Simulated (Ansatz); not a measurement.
`CB([SiH3])CF` and `CB([SiH3])CCl` differ in one element.

Ansatz, PBE0-D4/def2-TZVP geometries, multiplicity 1. Each molecule was computed in one conformer, which needn't be the lowest.

```csv
property,`CB([SiH3])CF`
HOMO–LUMO gap (B3LYP/def2-TZVPP) / eV,5.91
LUMO energy (PBE/def2-TZVPP) / eV,-2.62
HOMO–LUMO gap (PBE0/def2-TZVPP) / eV,6.27
HOMO energy (PBE0/def2-TZVPP) / eV,-7.94
HOMO–LUMO gap (PBE/def2-TZVPP) / eV,4.06
HOMO energy (B3LYP/def2-TZVPP) / eV,-7.77
```

Q: Give the same properties after the change, and the shifts. (Best estimate.)

A: Ansatz gave: 
```tsv
property	`CB([SiH3])CCl`	shift
HOMO–LUMO gap (B3LYP/def2-TZVPP) / eV	6.35	0.44
LUMO energy (PBE/def2-TZVPP) / eV	-2.10	0.52
HOMO–LUMO gap (PBE0/def2-TZVPP) / eV	6.72	0.45
HOMO energy (PBE0/def2-TZVPP) / eV	-7.85	0.09
HOMO–LUMO gap (PBE/def2-TZVPP) / eV	4.52	0.46
HOMO energy (B3LYP/def2-TZVPP) / eV	-7.67	0.10
```

With PBE0 the HOMO rises by 0.09 eV and the LUMO rises by 0.54 eV, so the gap widens by about 0.45 eV. PBE moves the HOMO by 0.06 eV and ωB97M-V by 0.11 eV.

B3LYP here is the variant with VWN-RPA as its local correlation; programs differ in this.
